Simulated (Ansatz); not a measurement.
`CC#CC` and `CC#[C][GeH2][NH2]` differ in one atom or group.

Ansatz, PBE0-D4/def2-TZVP geometries, multiplicity 1. Each molecule was computed in one conformer, which needn't be the lowest.

Scalar relativity is left out up to krypton.

```tsv
property	`CC#CC`
LUMO energy (PBE0/def2-TZVPP) / eV	1.44
HOMO–LUMO gap (PBE0/def2-TZVPP) / eV	8.56
HOMO energy (ωB97M-V/def2-TZVPP) / eV	-9.37
size of the dipole moment (ωB97M-V/def2-TZVPP) / D	0.00
HOMO energy (PBE/def2-TZVPP) / eV	-5.91
size of the dipole moment (B3LYP/def2-TZVPP) / D	0.00
```

(1) Give the same properties after the change, and the shifts. (Estimate.)

## Answers

(1) Ansatz gave: 
| property | `CC#[C][GeH2][NH2]` | shift |
| --- | --- | --- |
| LUMO energy (PBE0/def2-TZVPP) / eV | 0.13 | -1.31 |
| HOMO–LUMO gap (PBE0/def2-TZVPP) / eV | 7.40 | -1.16 |
| HOMO energy (ωB97M-V/def2-TZVPP) / eV | -9.58 | -0.21 |
| size of the dipole moment (ωB97M-V/def2-TZVPP) / D | 2.13 | 2.13 |
| HOMO energy (PBE/def2-TZVPP) / eV | -5.88 | 0.03 |
| size of the dipole moment (B3LYP/def2-TZVPP) / D | 2.12 | 2.12 |

With PBE0 the HOMO falls by 0.15 eV and the LUMO falls by 1.31 eV, so the gap narrows by about 1.16 eV. PBE moves the HOMO by 0.03 eV and ωB97M-V by -0.21 eV.

B3LYP here is the variant with VWN-RPA as its local correlation; programs differ in this.
